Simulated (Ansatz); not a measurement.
`C[O][Ge][SH]` and `C[O][Ge][F]` differ in one atom or group.

Ansatz, PBE0-D4/def2-TZVP geometries, multiplicity 1. Each molecule was computed in one conformer, which needn't be the lowest.

Scalar relativity is left out up to krypton.

```csv
property,`C[O][Ge][SH]`
HOMO–LUMO gap (ωB97M-V/def2-TZVPP) / eV,9.39
"ideal-gas entropy at 298 K and 1 bar (rigid rotor, harmonic PBE0-D4/def2-TZVP) / J/(mol·K)",338
HOMO–LUMO gap (B3LYP/def2-TZVPP) / eV,5.00
LUMO energy (PBE0/def2-TZVPP) / eV,-1.94
HOMO–LUMO gap (PBE/def2-TZVPP) / eV,3.62
HOMO energy (B3LYP/def2-TZVPP) / eV,-7.14
```

(1) Give the same properties after the change, and the shifts. (Best estimate.)

Answers

(1) The calculation gave: 
| property | `C[O][Ge][F]` | shift |
| --- | --- | --- |
| HOMO–LUMO gap (ωB97M-V/def2-TZVPP) / eV | 10.50 | 1.11 |
| ideal-gas entropy at 298 K and 1 bar (rigid rotor, harmonic PBE0-D4/def2-TZVP) / J/(mol·K) | 321 | -17 |
| HOMO–LUMO gap (B3LYP/def2-TZVPP) / eV | 5.84 | 0.84 |
| LUMO energy (PBE0/def2-TZVPP) / eV | -1.92 | 0.02 |
| HOMO–LUMO gap (PBE/def2-TZVPP) / eV | 4.21 | 0.59 |
| HOMO energy (B3LYP/def2-TZVPP) / eV | -8.00 | -0.86 |

The zero-point energy changes by -19.3 kJ/mol with -3 modes.

B3LYP here is the variant with VWN-RPA as its local correlation; programs differ in this.
